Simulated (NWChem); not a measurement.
HSeF; SMILES [SeH]F

```xyz
3

Se     0.0393     0.3601     0.0000
H     -1.4403     0.5293     0.0000
F      0.0115    -1.4192     0.0000
```
Atoms are numbered in this order, from 1.

The geometry was optimised at B3LYP/6-31G* (spherical d).

Symmetry labels are those of Cs in the frame above (b1 and b2, or b-type labels, depend on it).

Task: List the 6 lowest vertical singlet excitations from BHandHLYP/def2-SVPD, full TDDFT (NWChem).

Result: 
| state | energy (eV) | oscillator strength | symmetry | leading excitation (squared amplitude) |
|---|---|---|---|---|
| S1 | 3.13 | 0.000 | a" | HOMO → LUMO (0.98) |
| S2 | 5.64 | 0.016 | a" | HOMO → LUMO+1 (0.94) |
| S3 | 6.49 | 0.013 | a' | HOMO−1 → LUMO (0.93) |
| S4 | 7.62 | 0.158 | a" | HOMO → LUMO+4 (0.68) |
| S5 | 7.73 | 0.032 | a" | HOMO → LUMO+2 (0.79) |
| S6 | 8.13 | 0.023 | a' | HOMO → LUMO+3 (0.96) |
